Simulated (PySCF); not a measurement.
**[Yb(H2O)3]2+ relaxed at several levels**

Computed with PySCF 2.14.0, def2-SVP on the ligands, density fitting, scalar-relativistic core potentials, no spin-orbit coupling, vacuum. Each row is relaxed at its own level from the same template. Distances are means of the shortest metal–ligand contacts, charges and spins Mulliken's; removal energies are rigid, with the ligand's formal charge and no counterpoise, so too large; for an anion taken off a cation in vacuum most of it is the attraction of opposite charges, and multiply charged cations can part far more cheaply with an electron moved from ligand to metal. lcecp potentials hold a fixed number of 4f electrons in the core, out of states, spins and gaps.

```json
{"level": "PBE", "basis on the metal": "lcecp-0-SVP with ECP60", "point group": "D3", "M–H2O (Å)": "2.408", "charge on M (e)": "1.28", "removal of one H2O (eV)": "2.17", "strongest infrared band, degenerate modes summed (cm⁻¹)": "–", "unstable modes (below −25 cm⁻¹)": "2 (soft)"}
```

**Question.** What does the calculation give for PBE0, lcecp-0-SVP with ECP60?

**Answer.** point group: D3, M–H2O (Å): 2.403, charge on M (e): 1.39, removal of one H2O (eV): 2.12, strongest infrared band, degenerate modes summed (cm⁻¹): 3824, unstable modes (below −25 cm⁻¹): 0 (lowest -23 cm⁻¹, within noise).
```xyz
10

Yb    0.0000    0.0000    0.0000
O     2.4026    0.0000    0.0000
H     3.0032    0.5954    0.4811
H     3.0032   -0.5954   -0.4811
O    -1.2012    2.0807    0.0000
H    -2.0172    2.3032    0.4811
H    -0.9859    2.8986   -0.4811
O    -1.2013   -2.0807    0.0000
H    -0.9860   -2.8986    0.4811
H    -2.0173   -2.3032   -0.4811
```

Members with unstable modes aren't minima as they stand: saddle points kept by symmetry or, where the modes are soft, flat surfaces and noise. Moved off a saddle point of the template and relaxed again: PBE, PBE0. One start shape was tried for each, so a minimum needn't be the lowest isomer.
